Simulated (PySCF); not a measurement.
Compound: Hf(NH2)4 (singlet state).
Bonds: Hf1–N2, Hf1–N5, Hf1–N8, Hf1–N11. Hydrogens: H3, H4 on N2; H6, H7 on N5; H9, H10 on N8; H12, H13 on N11.

Level of theory: PBE0-D3(BJ)/def2-SVP geometry optimisation, gas phase, def2 core potentials past Kr in PySCF 2.14.0.

Task: What internal coordinates does the optimisation give?

Result: 
| bond | length (Å) |
| --- | --- |
| Hf1–N2 and 3 like bonds | 2.049 |
| N2–H3 and 7 like bonds | 1.018 |

Bonds in one row agree within 0.01 Å and their mean is given. A selection of angles:
| angle | degrees |
| --- | --- |
| N2–Hf1–N5 | 109.8 |
| N2–Hf1–N11 | 108.2 |
| N8–Hf1–N11 | 110.6 |
| Hf1–N2–H3 | 123.5 |
| Hf1–N2–H4 | 128.5 |
| H3–N2–H4 | 107.9 |

Hf1 (hafnium bonded to 4 N) is tetrahedral (angles from 107.8° to 110.6°). N2 (nitrogen bonded to Hf and 2 H) is planar (angles 128.5°, 123.5° and 107.9°, sum 359.9°, 0.02 Å off the plane of its three neighbours). All 4 Hf–N bonds measure 2.049 to 2.050 Å.

PBE0-D3(BJ)/def2-SVP frequencies: not computed here.
